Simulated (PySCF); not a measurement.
CH5AlO2S, SMILES C[O][Al]([OH])[SH].

Geometry: r2SCAN-D4/def2-SVP. The structure was generated by enumeration; whether it is a known compound was not checked. The values are those of a single conformer.

These are PySCF with CAM-B3LYP/def2-TZVP values and carry that method's errors.

Symmetry labels are those of the subgroup Cs that the program uses (full group Cs).

Computed valence orbital energies around the gap with their symmetry:
```json
[
 {"orbital": "HOMO−7", "symmetry": "A'", "energy (eV)": "-14.03"},
 {"orbital": "HOMO−6", "symmetry": "A'", "energy (eV)": "-12.77"},
 {"orbital": "HOMO−5", "symmetry": "A'", "energy (eV)": "-11.34"},
 {"orbital": "HOMO−4", "symmetry": "A\"", "energy (eV)": "-11.01"},
 {"orbital": "HOMO−3", "symmetry": "A'", "energy (eV)": "-10.70"},
 {"orbital": "HOMO−2", "symmetry": "A\"", "energy (eV)": "-9.78"},
 {"orbital": "HOMO−1", "symmetry": "A'", "energy (eV)": "-9.76"},
 {"orbital": "HOMO", "symmetry": "A\"", "energy (eV)": "-8.92"},
 {"orbital": "LUMO", "symmetry": "A'", "energy (eV)": "0.47"},
 {"orbital": "LUMO+1", "symmetry": "A\"", "energy (eV)": "1.34"},
 {"orbital": "LUMO+2", "symmetry": "A'", "energy (eV)": "1.51"},
 {"orbital": "LUMO+3", "symmetry": "A'", "energy (eV)": "2.33"}
]
```
